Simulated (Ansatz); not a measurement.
`B[SiH](F)Cl` + `[OH][GaH2]` → `B[O][GaH2]` + `F[SiH2]Cl` at 400 K and 1 bar (cleavage of the B–Si bond).

Isolated molecules relaxed with PBE0-D4/def2-TZVP in Ansatz; ΔE leaves out vibrations. CCSD(T)/CBS is the MP2 limit (def2-TZVPP, def2-QZVPP) plus CCSD(T) − MP2 in def2-TZVPP, frozen cores. This one scheme is used for every species. For Ga outer-core shells are correlated without core-valence functions, which leaves a few kJ/mol of doubt a bond. Scalar relativity is left out up to krypton.

```csv
species,CCSD(T)/CBS energy (Eh),H − E (kJ/mol),S (J/(mol·K))
`B[SiH](F)Cl`,-875.32432,115.6,350.7
`[OH][GaH2]`,-2000.92981,89.0,281.3
`B[O][GaH2]`,-2026.35181,125.7,339.6
`F[SiH2]Cl`,-849.96195,76.1,299.2
```

H − E and S are ideal-gas, rigid-rotor, harmonic terms from PBE0-D4/def2-TZVP, for one conformer and one mirror image of each species. 1 Eh = 2625.50 kJ/mol, R = 8.31446 J/(mol·K).

Task: By hand: ΔE, ΔH, ΔS and ΔG.

Result: ΔE = (-2026.35181) + (-849.96195) − (-875.32432) − (-2000.92981) = -0.05963 Eh = -156.6 kJ/mol. Δ(H − E) = 125.7 + 76.1 − 115.6 − 89.0 = -2.8, so ΔH = -159.4 kJ/mol. ΔS = 339.6 + 299.2 − 350.7 − 281.3 = 6.8 J/(mol·K). ΔG = -159.4 − 400 × (6.8)/1000 = -162.1 kJ/mol.

Task: By hand: the equilibrium constant, and the temperature at which ΔG would vanish if ΔH and ΔS stayed fixed.

Result: log₁₀ K = −ΔG/(RT ln 10) = 21.2. ΔH and −TΔS have one sign here, so there is no such temperature.

The number of gas molecules stays the same, so ΔS is small and ΔH decides. A doubt of 5 kJ/mol in ΔE shifts log₁₀ K by 0.7 here. Other conformers and mirror images would add mixing entropy, several J/(mol·K) or more a flexible species. These are equilibria of isolated gas molecules and say nothing of rates. Largest T1 diagnostic: 0.016 (customary marks: 0.02 for closed shells, 0.045 for open ones).

ΔS is within the doubt of such terms, so its sign, and with it that verdict, could turn.
